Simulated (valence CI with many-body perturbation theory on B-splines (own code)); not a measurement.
## Forbidden lines of Tb XXVII

Computed by configuration interaction combined with many-body perturbation theory (CI+MBPT): three valence electrons over a frozen Dirac-Fock core [Kr], radial functions for each j: 9 s, 9 p, 10 d, 8 f, 5 g, 3 h, 1 i, with the one-electron correlation potential Σ1, the two-electron term Σ2, the three-electron term Σ3, Breit, model QED; selected CI, second order for the rest (own B-spline code, finite nucleus).

The last digits are not significant, and no measured levels were compared; by estimate large intervals hold to a few tenths of a per cent, small ones and those within an open d or f shell to about a per cent. Only levels of the ground parity were solved; by the run's estimate the other parity begins above the list, which can be wrong where configurations are misplaced.

Lines 51 to 66 of 66 in falling wavelength, among levels below 281040 cm⁻¹, chosen from the decays that carry over 1 % of a level's rate. Wavelengths and rates use the calculated energies. S is in atomic units (e²a₀⁴ for E2 and M2, e²a₀⁶ for E3), for M1 in squared Bohr magnetons. Weak lines are less certain than strong ones. Lines between different terms over intervals too small for the method are left out, as are lines whose strength nearly cancels. The highest levels of a list are the least certain.

Levels are named by their leading jj configuration (3d3/2^4 stands for four electrons in 3d with j = 3/2), which in mixed levels can hold well under half, so a name can repeat and another be missing. Letters in brackets count levels of one name in rising energy.

```tsv
λ vac (Å)	Upper	Lower	Type	A (s⁻¹)	S (a.u.)
807.6	(4d3/2 4d5/2^2) J=5/2 [b]	(4d3/2^2 4d5/2) J=5/2 [a]	M1	2.35e+02	2.75e-02
764.7	(4d5/2^3) J=3/2	(4d3/2^2 4d5/2) J=5/2 [b]	M1	2.13e+02	1.41e-02
762.8	(4d3/2 4d5/2^2) J=7/2 [b]	(4d3/2^2 4d5/2) J=5/2 [a]	M1	3.79e+02	5.00e-02
741.5	(4d5/2^3) J=9/2	(4d3/2^2 4d5/2) J=7/2	M1	2.60e+02	3.93e-02
698.5	(4d3/2 4d5/2^2) J=3/2 [b]	(4d3/2^2 4d5/2) J=3/2	M1	1.05e+03	5.33e-02
695.9	(4d5/2^3) J=5/2	(4d3/2 4d5/2^2) J=7/2 [a]	M1	3.06e+03	2.30e-01
682.0	(4d3/2 4d5/2^2) J=3/2 [a]	(4d3/2^3) J=3/2	M1	4.74e+02	2.23e-02
669.7	(4d5/2^3) J=5/2	(4d3/2^2 4d5/2) J=5/2 [b]	M1	1.77e+03	1.18e-01
653.1	(4d3/2 4d5/2^2) J=1/2	(4d3/2^3) J=3/2	M1	1.25e+02	2.58e-03
619.2	(4d3/2 4d5/2^2) J=3/2 [b]	(4d3/2^2 4d5/2) J=5/2 [a]	M1	2.26e+03	7.97e-02
605.5	(4d3/2 4d5/2^2) J=5/2 [a]	(4d3/2^3) J=3/2	M1	3.14e+02	1.55e-02
581.8	(4d5/2^3) J=3/2	(4d3/2^2 4d5/2) J=1/2	M1	3.07e+02	8.96e-03
573.6	(4d3/2 4d5/2^2) J=5/2 [b]	(4d3/2^3) J=3/2	M1	1.48e+02	6.21e-03
546.9	(4d5/2^3) J=3/2	(4d3/2^2 4d5/2) J=3/2	M1	5.76e+02	1.40e-02
505.0	(4d5/2^3) J=5/2	(4d3/2^2 4d5/2) J=7/2	M1	3.52e+02	1.01e-02
497.1	(4d5/2^3) J=3/2	(4d3/2^2 4d5/2) J=5/2 [a]	M1	4.78e+02	8.71e-03
```
